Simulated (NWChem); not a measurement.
# C₂H₆F₂Si; SMILES FC[SiH2]CF

```xyz
11

F      1.8395     0.4008    -0.8922
C      1.3849    -0.6456    -0.1092
Si     0.0000     0.0000     1.0170
C     -1.3849     0.6456    -0.1092
F     -1.8395    -0.4008    -0.8922
H      0.9978    -1.4437    -0.7675
H      2.2308    -1.0662     0.4623
H     -0.5058    -1.1169     1.8709
H      0.5058     1.1169     1.8709
H     -2.2308     1.0662     0.4623
H     -0.9978     1.4437    -0.7675
```
Atoms are numbered in this order, from 1.

Results from NWChem. Medium grid unless said otherwise, to which SCAN and Minnesota functionals are sensitive. Coordinates come from a PBE0/def2-SVP optimisation. Hybrids' shares of exact exchange are those that their runs print; pure functionals count as 0. The functionals differ in more than this share.

```
row               share of exact exchange  orbital gap (eV)
----------------  -----------------------  ----------------
PBE/def2-TZVP                        0.00              6.69
r2SCAN/def2-TZVP                     0.00              7.47
TPSSh/def2-TZVP                      0.10              7.93
B3LYP/def2-TZVP                      0.20              8.54
PBE0/def2-TZVP                       0.25          withheld
```

Question: Fit a straight line of the last column on the one before it, predict the withheld value, and compare with the run.

Answer: 
1. Means of the 4 shown rows: x = 0.075, y = 7.657. Slope Σ(x − x̄)(y − ȳ)/Σ(x − x̄)² = 0.2037/0.02750 = 7.409; intercept 7.102.
2. The shown rows scatter about the line by 0.280 (root mean square); the largest residual is -0.41, at PBE/def2-TZVP.
3. At x = 0.25 (PBE0/def2-TZVP; beyond the shown range) the line gives 8.95.
4. The run gives 9.01, +0.06 from the line, 0.2 times the scatter.
